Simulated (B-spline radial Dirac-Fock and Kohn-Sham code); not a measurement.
## Satellites and hypersatellites of the K lines of Ce

System: neutral cerium in the configuration 1s2 2s2 2p6 3s2 3p6 3d10 4s2 4p6 4d10 5s2 5p6 5d1 6s2 6p1 (not the ground configuration).

Input of the calculation (task.json; shells as n, l, electrons):

```json
{"items": [{
  "Z": 58,
  "q": 0,
  "cfg": [[1, 0, 2], [2, 0, 2], [2, 1, 6], [3, 0, 2], [3, 1, 6], [3, 2, 10], [4, 0, 2], [4, 1, 6], [4, 2, 10], [5, 0, 2], [5, 1, 6], [5, 2, 1], [6, 0, 2], [6, 1, 1]],
  "A": 140,
  "rrms": 4.8771,
  "do": ["binding", "quiet", "double"]
}]}
```

Command: `python xray_run.py task.json out`

Model: Dirac-Fock ΔSCF + Breit + QED. Program: a radial B-spline solver. Each two-hole energy is an average over J within one jj subconfiguration, not an observable level; in light atoms, where LS coupling holds, the j-resolved values are not observed lines, and for a K spectator the Kα1 hypersatellite is nearly forbidden. The model has no electron correlation.

Lines without a spectator: Kα2 (K-L2) 34274.9 eV, Kα1 (K-L3) 34715.9 eV, Kβ3 (K-M2) 39162.1 eV, Kβ1 (K-M3) 39250.5 eV. Shifts in eV with one spectator hole (a dash: not computed, or left out as unreliable):

```tsv
spectator hole	Kα2	Kα1	Kβ3	Kβ1
K (1s)	+696.6	+727.3	+893.5	+900.4
L2 (2p1/2)	+80.4	+103.5	–	+212.5
L3 (2p3/2)	+72.8	+74.9	+179.4	–
M2 (3p1/2)	–	+13.21	+28.70	+34.6
M3 (3p3/2)	+8.76	–	+27.75	+27.41
M4 (3d3/2)	+1.92	-1.24	–	–
M5 (3d5/2)	-2.03	+0.51	–	–
```
